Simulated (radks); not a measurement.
The numbers below are computed, except where a source is named.
Coulomb parameter of the 4f shell of neutral erbium in the model configuration [Xe] 4f11 5d1 6s2, as a second difference U = [E(n + 0.25) + E(n - 0.25) - 2 E(n)] / (0.25)^2 with all orbitals relaxed. "Bare": the charge of the atom changes with n. "Screened": the 5d shell takes up the change at fixed total charge, which measures U(4f,4f) + U(5d,5d) - 2 U(4f,5d). Code: a radial shooting solver on a logarithmic mesh with Libxc functionals. Model: Dirac Kohn-Sham, PBEsol, spin-unpolarised, spherical densities, point nucleus; open shells are shared between the two j in proportion to 2j + 1.

| case | configuration | E - E(n) (eV) |
|---|---|---|
| start | [Xe] 4f11 5d1 6s2 | 0.000 |
| bare +0.25 | [Xe] 4f11.25 5d1 6s2 | -1.951 |
| bare -0.25 | [Xe] 4f10.75 5d1 6s2 | 2.817 |
| screened +0.25 | [Xe] 4f11.25 5d0.75 6s2 | -1.670 |
| screened -0.25 | [Xe] 4f10.75 5d1.25 6s2 | 2.014 |

U(bare) = 13.865 eV, U(screened by 5d) = 5.503 eV, against the Slater integral F0(4f,4f) = 32.630 eV with frozen orbitals. The step up makes a negative ion, whose loosely bound charge lowers the bare value.
